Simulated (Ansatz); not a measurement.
Kohn–Sham single points on C$_{5}$H$_{5}$AgBrN (`[Br][Ag-][n+]1ccccc1`).

```yaml
crystal:
  periodic: [false, false, false]
  atoms:
    - {symbol: Br, position_ang: [0.334632, -2.266117, 4.854457]}
    - {symbol: Ag, position_ang: [0.186403, -1.254859, 2.688396]}
    - {symbol: N, position_ang: [0.053300, -0.349672, 0.749877]}
    - {symbol: C, position_ang: [-0.228009, 0.949517, 0.619544]}
    - {symbol: C, position_ang: [-0.324839, 1.571102, -0.611250]}
    - {symbol: C, position_ang: [-0.122588, 0.819601, -1.756461]}
    - {symbol: C, position_ang: [0.169440, -0.527468, -1.624981]}
    - {symbol: C, position_ang: [0.248036, -1.071696, -0.356815]}
    - {symbol: H, position_ang: [-0.379605, 1.503565, 1.537923]}
    - {symbol: H, position_ang: [-0.555441, 2.627416, -0.661539]}
    - {symbol: H, position_ang: [-0.191451, 1.276787, -2.736485]}
    - {symbol: H, position_ang: [0.335904, -1.156943, -2.489594]}
    - {symbol: H, position_ang: [0.474217, -2.121244, -0.213073]}
basis:
  gaussian: {orbitals: def2-TZVPP}
hamiltonian: {xc: {name: r2SCAN0}, dispersion: d4}
output: {orbitals: {seedname: orbitals}}
```

```sh
$ ansatz run in.yaml --threads 2 --pin off --events-out ev --progress --plain --max-ram 22528MiB --backend cuda --devices 0, --max-vram 18GiB
```

Shortened log:

```
Functional definition: r2SCAN0
  name "r2SCAN0"
  cite "Bursch, Neugebauer, Ehlert & Grimme, J. Chem. Phys. 156, 134105 (2022) doi:10.1063/5.0086040"
  cite "Furness, Kaplan, Ning, Perdew & Sun, J. Phys. Chem. Lett. 11, 8208 (2020) doi:10.1021/acs.jpclett.0c02405"
  cite "Furness, Kaplan, Ning, Perdew & Sun, J. Phys. Chem. Lett. 11, 9248 (2020) doi:10.1021/acs.jpclett.0c03077"
  parent r2scan
  parameter a = 0.25
  parameter k0 = 0.174
  parameter k1 = 0.065
  parameter a1 = 4.9479
  exchange = (1 - a)*r2scan_x(k0 = k0, k1 = k1, a1 = a1) + a*exact_x
  correlation = r2scan_c
2149 factors; their error is unknown
mean field evaluation 1: about -80794.8141 eV, gradient 5.7e1 eV
mean field evaluation 2: about -80793.7277 eV, gradient 6.6e1 eV
mean field evaluation 4: about -80801.8425 eV, gradient 4.7e0 eV
mean field evaluation 8: about -80802.3557 eV, gradient 7.7e-1 eV
mean field evaluation 16: about -80802.3564 eV, gradient 1.9e-4 eV
mean field -80802.35638644 eV, -2969.4318273974 hartree, gradient 2.6e-5 eV, S^2 0.000000; 0 other end points of the search recorded, 0 dependent functions left out
reference -80802.35639976 eV, -2969.4318278870 hartree; 48, 48 occupied and 312, 312 virtual orbitals, 2149 factors
Total energy: -80802.48266940 eV, -2969.4364682107 hartree
```

It took 7 s on 2 threads of an AMD EPYC 7R13 on a shared host and a share of an NVIDIA H100 80 GB, with 0.96 GiB of host memory at the peak.

With the line `hamiltonian: {xc: hse06, dispersion: d4}` (abridged; 8.5 s):

```
Functional definition: HSE06
mean field evaluation 16: about -80790.5948 eV, gradient 1.0e-3 eV
mean field -80790.59480359 eV, -2968.9995972001 hartree, gradient 3.1e-5 eV, S^2 0.000000
Total energy: -80790.92946159 eV, -2969.0118956547 hartree
```

Changing it to `hamiltonian: {xc: lda}` (abridged; 4.8 s):

```
Functional definition: SPW92
mean field evaluation 16: about -80643.2229 eV, gradient 7.6e-3 eV
mean field -80643.22292212 eV, -2963.5837804480 hartree, gradient 1.2e-5 eV, S^2 0.000000
Total energy: -80643.22297236 eV, -2963.5837822945 hartree
```

With the line `hamiltonian: {xc: {name: BHLYP}, dispersion: d4}` (abridged; 9.5 s):

```
Functional definition: BHLYP
mean field evaluation 16: about -80800.1636 eV, gradient 1.4e-4 eV
mean field -80800.16359421 eV, -2969.3512437693 hartree, gradient 5.5e-5 eV, S^2 0.000000
Total energy: -80800.69140934 eV, -2969.3706406175 hartree
```

With the line `hamiltonian: {xc: {name: revPBE}, dispersion: d4}` (abridged; 5.5 s):

```
Functional definition: revPBE
mean field evaluation 16: about -80800.7548 eV, gradient 4.1e-2 eV
mean field -80800.75478466 eV, -2969.3729696174 hartree, gradient 5.0e-5 eV, S^2 0.000000
Total energy: -80802.02968810 eV, -2969.4198214549 hartree
```

The same input with `hamiltonian: {xc: pbe, dispersion: d4}` and forces (abridged; 7 s):

```
Functional definition: PBE
mean field evaluation 16: about -80788.4528 eV, gradient 7.4e-3 eV
mean field -80788.45280135 eV, -2968.9208800696 hartree, gradient 1.1e-5 eV, S^2 0.000000
Total energy: -80788.87346200 eV, -2968.9363390632 hartree
Atom 0 force    -0.001272     0.008381    -0.018164 eV/Å
Atom 1 force    -0.005523     0.041759    -0.088463 eV/Å
Atom 2 force     0.049111    -0.331382     0.709639 eV/Å
Atom 3 force    -0.092388     0.388450     0.199377 eV/Å
Atom 4 force    -0.042441     0.196979    -0.016262 eV/Å
Atom 5 force    -0.018762     0.125906    -0.269770 eV/Å
Atom 6 force     0.030269    -0.112100    -0.165354 eV/Å
Atom 7 force     0.093209    -0.397455    -0.180617 eV/Å
Atom 8 force    -0.031589     0.113828     0.202789 eV/Å
Atom 9 force    -0.051167     0.233841    -0.008091 eV/Å
Atom 10 force    -0.015053     0.099861    -0.214023 eV/Å
Atom 11 force     0.037267    -0.141658    -0.189509 eV/Å
Atom 12 force     0.048340    -0.226410     0.038449 eV/Å
Dipole moment:    -0.137639     0.931301    -1.995098 e Å
```

HSE06 is the plane-wave form, built on full-range PBE exchange.
